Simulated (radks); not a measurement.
Results of a calculation; reference values are marked as such.
Task: These are the eigenvalues of the occupied orbitals of an atom or ion with whole-number occupations (eV). Level of theory: Dirac Kohn-Sham, SOGGA, spin-unpolarised, spherical densities, finite nucleus; Fermi nuclear charge, rms radius of each element as measured or else 0.836 A^(1/3) + 0.57 fm (a radial shooting solver on a logarithmic mesh with Libxc functionals).

1s1/2: -53583.80
2s1/2: -8930.984
2p1/2: -8496.471
2p3/2: -7696.725
3s1/2: -1998.754
3p1/2: -1808.883
3p3/2: -1642.814
3d3/2: -1315.820
3d5/2: -1279.540
4s1/2: -406.8718
4p1/2: -331.9705
4p3/2: -294.8545
4d3/2: -171.4092
4d5/2: -164.6953
5s1/2: -63.6449
5p1/2: -43.1483
5p3/2: -38.2086
4f5/2: -18.3424
4f7/2: -17.4522
6s1/2: -12.3911
7s1/2: -4.5791

Which element is it, and in what charge state? The configuration may be excited. Open shells, if any, fill j = l - 1/2 first.

Result: Z = 66, dysprosium, charge +1: Dy+ in [Kr] 4d10 4f10 5s2 5p5 6s1 7s1. The list shows which subshells hold electrons but not how many an open one holds; the 1s level, -1969.2 hartree, gives Z - s = 62.8 by -(Z - s)^2/2, which with screening and relativity narrows Z to a few neighbours, and the depths of the outer levels then fix element, charge and occupations together.
